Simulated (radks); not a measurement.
The numbers below are computed, except where a source is named.
Effect of the nuclear size on neutral promethium, [Xe] 4f5 6s2. Level of theory: Dirac Kohn-Sham, PBE, spin-unpolarised, spherical densities, finite nucleus; open shells are shared between the two j in proportion to 2j + 1; Fermi nuclear charge, rms radius 4.962 fm (a radial shooting solver on a logarithmic mesh with Libxc functionals). The rms radius is varied about that value; shifts are against it.

[
 {"rms radius (fm)": "4.0143", "total energy shift (eV)": "-5.09", "density at nucleus (e/bohr^3)": "5.174e+05", "1s1/2 shift (meV)": "-2110", "2s1/2 shift (meV)": "-265", "5s1/2 shift (meV)": "-1.91", "5p1/2 shift (meV)": "0.274", "6s1/2 shift (meV)": "-0.081", "4f7/2 shift (meV)": "0.416", "6p1/2 (empty) shift (meV)": "0.085"},
 {"rms radius (fm)": "4.6047", "total energy shift (eV)": "-2.02", "density at nucleus (e/bohr^3)": "5.013e+05", "1s1/2 shift (meV)": "-835", "2s1/2 shift (meV)": "-105", "5s1/2 shift (meV)": "-0.755", "5p1/2 shift (meV)": "0.109", "6s1/2 shift (meV)": "-0.032", "4f7/2 shift (meV)": "0.165", "6p1/2 (empty) shift (meV)": "0.034"},
 {"rms radius (fm)": "4.962", "total energy shift (eV)": "0", "density at nucleus (e/bohr^3)": "4.927e+05", "1s1/2 shift (meV)": "0.000", "2s1/2 shift (meV)": "0.000", "5s1/2 shift (meV)": "0.000", "5p1/2 shift (meV)": "0.000", "6s1/2 shift (meV)": "0.000", "4f7/2 shift (meV)": "0.000", "6p1/2 (empty) shift (meV)": "0.000"},
 {"rms radius (fm)": "5.1853", "total energy shift (eV)": "1.32", "density at nucleus (e/bohr^3)": "4.877e+05", "1s1/2 shift (meV)": "546", "2s1/2 shift (meV)": "68.5", "5s1/2 shift (meV)": "0.494", "5p1/2 shift (meV)": "-0.071", "6s1/2 shift (meV)": "0.021", "4f7/2 shift (meV)": "-0.108", "6p1/2 (empty) shift (meV)": "-0.022"},
 {"rms radius (fm)": "6.1876", "total energy shift (eV)": "7.79", "density at nucleus (e/bohr^3)": "4.683e+05", "1s1/2 shift (meV)": "3220", "2s1/2 shift (meV)": "404", "5s1/2 shift (meV)": "2.91", "5p1/2 shift (meV)": "-0.419", "6s1/2 shift (meV)": "0.124", "4f7/2 shift (meV)": "-0.636", "6p1/2 (empty) shift (meV)": "-0.131"}
]

Slopes of the eigenvalues against <r^2> in GHz/fm^2, as finite differences over the two radii next to the reference (eigenvalue slopes, not the field-shift constants of lines): 1s1/2 58800, 2s1/2 7370, 5s1/2 53.1, 5p1/2 -7.64, 6s1/2 2.26, 4f7/2 -11.6, 6p1/2 (empty) -2.38.
